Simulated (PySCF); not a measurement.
# Nuclear quadrupole coupling in `C#C[C@H]1[SiH2][C@@H](S(C)(=O)=O)[SiH2]1`

C5H10O2SSi2.
Structure used (GFN2-xTB), in Å, numbered top down from 1:
```
atom  x, y, z in Å
C1     3.5217    0.2849    1.4644
C2     2.8248    0.1015    0.5070
C3     1.9765   -0.1087   -0.6300
Si4    0.5171   -1.3593   -0.4033
C5    -0.6456    0.0616   -0.9460
S6    -1.5605    0.5815    0.4668
C7    -2.9061   -0.6328    0.6670
O8    -0.6925    0.4739    1.6123
O9    -2.1648    1.8651    0.2195
Si10   0.7703    1.3512   -1.0772
H11    4.1332    0.4451    2.3009
H12    2.6115   -0.3809   -1.4771
H13    0.4740   -2.4301   -1.4125
H14    0.3067   -1.9175    0.9235
H15   -1.3534   -0.0498   -1.7579
H16   -3.4289   -0.3978    1.5858
H17   -2.4647   -1.6197    0.7198
H18   -3.5723   -0.5406   -0.1812
H19    0.8814    1.8356   -2.4601
H20    0.7663    2.4475   -0.1247
```

Field gradients from the PBE0/pcSseg-1 density (PySCF, non-relativistic), principal values in atomic units, ordered |Vxx| ≤ |Vyy| ≤ |Vzz|:

| atom | Vxx | Vyy | Vzz |
| --- | --- | --- | --- |
| S6 | -0.0120 | -0.1510 | 0.1631 |
| O8 | -0.6609 | -0.6882 | 1.3491 |
| O9 | -0.6494 | -0.6966 | 1.3459 |

**Question.** Find the asymmetry η = (Vxx − Vyy)/Vzz and the couplings χ = eQV/h (234.96 MHz × Q in barn × V in au), with Q(33S) = −0.0678 b, Q(17O) = −0.0256 b.

**Answer.** 
```json
{"atom": "S6", "environment": "sulfonyl sulfur", "nucleus": "33S", "η": "0.85", "χzz (MHz)": "-2.598", "χxx (MHz)": "0.192", "χyy (MHz)": "2.406"}
{"atom": "O8", "environment": "sulfonyl oxygen", "nucleus": "17O", "η": "0.02", "χzz (MHz)": "-8.12", "χxx (MHz)": "3.98", "χyy (MHz)": "4.14"}
{"atom": "O9", "environment": "sulfonyl oxygen", "nucleus": "17O", "η": "0.04", "χzz (MHz)": "-8.10", "χxx (MHz)": "3.91", "χyy (MHz)": "4.19"}
```

The gradient is axial or nearly so (η below 0.05) at O8 and O9. The tensor is traceless: Vxx + Vyy + Vzz = 0.

**Question.** What is Vzz at S6 in SI units (1 au = 9.71736 × 10²¹ V/m²)?

**Answer.** 0.1631 au = 1.585 × 10²¹ V/m².

**Question.** And the gradient at the other heavy atoms, for which no coupling is worked out here?

**Answer.** 
```json
{"atom": "C1", "environment": "terminal alkyne carbon", "Vzz (au)": "-0.246", "η": "0.09"}
{"atom": "C2", "environment": "alkyne carbon", "Vzz (au)": "-0.273", "η": "0.05"}
{"atom": "C3", "environment": "sp3 carbon bound to silicon", "Vzz (au)": "0.086", "η": "0.94"}
{"atom": "Si4", "environment": "SiH2 silicon", "Vzz (au)": "0.408", "η": "0.64"}
{"atom": "C5", "environment": "sp3 carbon bound to sulfur", "Vzz (au)": "0.209", "η": "0.10"}
{"atom": "C7", "environment": "S-methyl carbon", "Vzz (au)": "0.221", "η": "0.08"}
{"atom": "Si10", "environment": "SiH2 silicon", "Vzz (au)": "0.478", "η": "0.74"}
```

**Question.** What couplings would deuterons (Q(2H) = 0.00286 b) have in place of the hydrogens, at this geometry?

**Answer.** 
| atom | bonded to | bond length (Å) | Vzz (au) | η | χzz (kHz) |
| --- | --- | --- | --- | --- | --- |
| H11 | C1 | 1.049 | 0.3997 | 0.00 | 269 |
| H12 | C3 | 1.093 | 0.3131 | 0.05 | 210 |
| H13 | Si4 | 1.472 | 0.1553 | 0.01 | 104 |
| H14 | Si4 | 1.455 | 0.1664 | 0.06 | 112 |
| H15 | C5 | 1.083 | 0.3306 | 0.07 | 222 |
| H16 | C7 | 1.083 | 0.3186 | 0.03 | 214 |
| H17 | C7 | 1.082 | 0.3196 | 0.05 | 215 |
| H18 | C7 | 1.083 | 0.3188 | 0.04 | 214 |
| H19 | Si10 | 1.470 | 0.1569 | 0.00 | 105 |
| H20 | Si10 | 1.452 | 0.1669 | 0.03 | 112 |

Isolated species at its GFN2-xTB geometry (one conformer only). GFN2-xTB bond lengths can be off by several hundredths of an ångström, more for odd bonds, and the gradients follow them. The small basis limits the accuracy of the gradients.
